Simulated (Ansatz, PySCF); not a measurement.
Species: C2H4BF2, charge 0, multiplicity 2. SMILES: C[CH]B(F)F
Geometry from a B3LYP-D3(BJ)/def2-TZVP (Ansatz, an electronic-structure program) optimisation:
```
C
H 1 1.0858
C 1 1.4837 2 116.56
H 3 1.0892 1 112.46 2 180.00
H 3 1.0971 4 108.39 1 123.02
H 3 1.0971 4 108.39 5 113.96
B 1 1.5242 2 118.73 3 180.00
F 7 1.3322 1 121.91 2 0.00
F 7 1.3337 8 116.36 1 -180.00
```
Charge 0, spin multiplicity 2.

Property: size of the dipole moment, in D. Conventions: spin-orbit terms left out; 6-311+G** with 5d; non-relativistic; dispersion terms only where a functional's name holds one; six Cartesian d functions in 6-31G* and its kin unless marked 5d; UHF or UKS for open shells. First-principles rows: single points at B3LYP-D3(BJ) geometries (Ansatz).

| level | program | size of the dipole moment (D) |
|---|---|---|
| PBE/6-311+G** | Ansatz | 2.56 |
| BP86/def2-SVP | PySCF | 2.31 |
| BP86/6-31G* (5d) | PySCF | 2.14 |
| B3LYP/STO-3G | Ansatz | 0.78 |
| B3LYP/6-31G* | Ansatz | 2.20 |
| M06-2X/6-31G* (5d) | PySCF | 2.26 |

No value to compare with is used here. The 6 habitual levels span 0.78 (B3LYP/STO-3G) to 2.56 D (PBE/6-311+G**).

The levels are drawn from those run, B3LYP/6-31G* more often than the rest, none by its result; left out are runs that failed, that the program found above a lower state of the same kind, or whose <S^2> lies over 0.5 above the pure value.
